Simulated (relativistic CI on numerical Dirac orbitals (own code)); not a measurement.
# Tb+: what numerical and physical settings do to a radial Dirac CI calculation

Reference input:

```
atom Tb  Z=65  charge=1  electrons=64
nucleus A=159  rms_radius_fm=5.0600
hamiltonian dirac-coulomb  breit=on  qed=on  c_scale=1
orbitals kli  potential=per-configuration
slater_scale 1
correlation none
mixing on
grid step=0.0125 r_max=129.7
scf mixing=0.4 start=green max_iterations=150 tolerance=2e-08 node_fill=0.05
configurations
  [Xe] 4f9 6s
  [Xe] 4f8 6s2
end
```

Computed lowest total energy -11694.37820 Ha, first excitation 2011.6 cm⁻¹, 30 SCF steps. Runs with settings changed; * marks those that are bad on purpose (the QED terms keep the true α when c is scaled):

```tsv
Changed	Outcome	Lowest level	ΔE (Ha)	First excitation (cm⁻¹)	SCF steps	Message
grid step 0.02	converged	4f⁸6s² ⁷F6	0.000191	2011.6	30	
end of the grid at 64.85 bohr	converged	4f⁸6s² ⁷F6	0	2011.6	30	
grid step 0.006	converged	4f⁸6s² ⁷F6	-0.00017	2011.6	30	
SCF tolerance 1e-05	converged	4f⁸6s² ⁷F6	4.05e-07	2011.6	25	
iteration limit 6 *	not converged				6	SCF of 1s2 2s2 2p6 3s2 3p6 3d10 4s2 4p6 4d10 4f9 5s2 5p6 6s did not converge
speed of light × 0.4 *	not converged				1	SCF of 1s2 2s2 2p6 3s2 3p6 3d10 4s2 4p6 4d10 4f9 5s2 5p6 6s stopped: an orbital could not be found
```

With so few configurations and no correlation the model can put configurations in the wrong order; the tabulated ground configuration is [Xe] 4f9 6s.
